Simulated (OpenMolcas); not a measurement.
**Mo4+: effect of the basis set**

```json
{
 "Program": "OpenMolcas 26.06",
 "Method": "RASSCF",
 "Active space": "8 electrons in 8 orbitals (RAS1 4p, at most 2 holes; RAS2 4d)",
 "State averaging": "2S+1 = 3 even, 10 roots; 2S+1 = 1 even, 15 roots",
 "Spin-orbit coupling": "state interaction with AMFI integrals over the reference wave functions, term energies averaged over their components"
}
```

A. ANO-R2 [7s5p4d2f1g], X2C, finite nucleus; cost about 12 core-seconds
B. ANO-RCC-VTZP [7s6p4d2f1g], DKH2, point nucleus; cost of the order of 18 core-seconds
C. ANO-RCC-VQZP [8s7p5d3f2g1h], DKH2, point nucleus; cost about 19 core-seconds

Energies in cm⁻¹ above 4d² ³F₂, the measured ground level; measured values from Sugar and Musgrove, J. Phys. Chem. Ref. Data 17, 155 (1988).

```tsv
Level	A	B	C	Measured
4d² ³F₂	0.0	0.0	0.0	0.0
4d² ³F₃	1637	1598	1564	1578
4d² ³F₄	3521	3444	3376	3357
4d² ¹D₂	11955	11987	12074	10190
4d² ³P₀	13176	13209	13304	11161
4d² ³P₁	13853	13867	13945	11807
4d² ³P₂	15479	15454	15499	13408
4d² ¹G₄	19879	19921	20048	16354
4d² ¹S₀	40779	41007	41339	37738
```

Deviations, from unrounded energies. A percentage is the sum of absolute deviations over the sum of measured energies, with the sign that they share, or ± where signs differ.

| Against measurement | Levels | A | B | C |
| --- | --- | --- | --- | --- |
| mean absolute deviation (cm-1) | 8 | 1800 | 1900 | 1900 |
| fine structure of the ground term (%) | 2 | +4.5 | +2.2 | ±0.7 |
| other terms of the ground configuration (%) | 6 | +14.4 | +14.7 | +15.4 |

A, B lie about equally close to measurement and C furthest from it. The largest miss of A in the table is 4d² ¹G₄, by +3500 cm-1. The ranking rests on the paired levels alone, and a cruder setting can come out closer through cancelling errors.

Among A to C the level of the table that moves most is 4d² ¹S₀, by 560 cm-1 (lowest in A, highest in C).

Without dynamic correlation excited terms often stand tens of per cent too high (terms of higher spin than the ground term too low), and those without a measured partner can miss by more than the paired ones. Active for correlation alone: 4p; no level in the range computed is led by a configuration that opens it, so any true level of that kind is missing. Measured partners are found by configuration, term and J. A level has none where our copy of the source lacks it or the pairing is in doubt (some pairs that miss far off the trend of their configuration count as doubtful), and it then counts in no deviation. Only configurations of the active space appear.
